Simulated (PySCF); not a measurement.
Geometries of 2 isomers of C5H5BO, from PBE0-D3(BJ)/def2-SVP geometry optimisation, gas phase in PySCF. One conformer each, no zero-point energy, no frequencies.

Question: Which isomer lies lower at this level?
A.
```xyz
12
angstrom
O      2.823    0.834   -0.003
C      2.089   -0.122    0.073
C      0.629   -0.056    0.034
C     -0.171   -1.144    0.125
C     -1.621   -0.781    0.058
C     -1.798    0.549   -0.078
B     -0.349    1.189   -0.111
H      2.510   -1.158    0.184
H      0.173   -2.179    0.235
H     -2.409   -1.539    0.116
H     -2.780    1.020   -0.145
H     -0.051    2.349   -0.220
```
B.
```xyz
12
angstrom
C      4.394    0.595    1.217
C      3.249    0.395    0.854
C      1.963    0.168    0.446
C      0.810   -0.033    0.082
B     -0.603   -0.349   -0.410
O     -1.599    0.505   -0.133
C     -2.922    0.294   -0.558
H      5.404    0.772    1.536
H     -0.815   -1.361   -1.046
H     -3.024   -0.649   -1.118
H     -3.584    0.267    0.321
H     -3.234    1.132   -1.199
```

Answer: A. That is `O=CC1=CC=CB1`, 15.9 kcal/mol below the other.

```tsv
SMILES	atoms numbered as above	E (Eh)	relative (kcal/mol)	relative (kJ/mol)	dipole (D)
O=CC1=CC=CB1	[O:1]=[CH:2][C:3]1=[CH:4][CH:5]=[CH:6][BH:7]1	-292.98706	0.0	0.0	4.10
C#CC#CBOC	[CH:1]#[C:2][C:3]#[C:4][BH:5][O:6][CH3:7]	-292.96175	15.9	66.5	1.18
```

As drawn, the higher has a B–O bond, which the lower lacks.
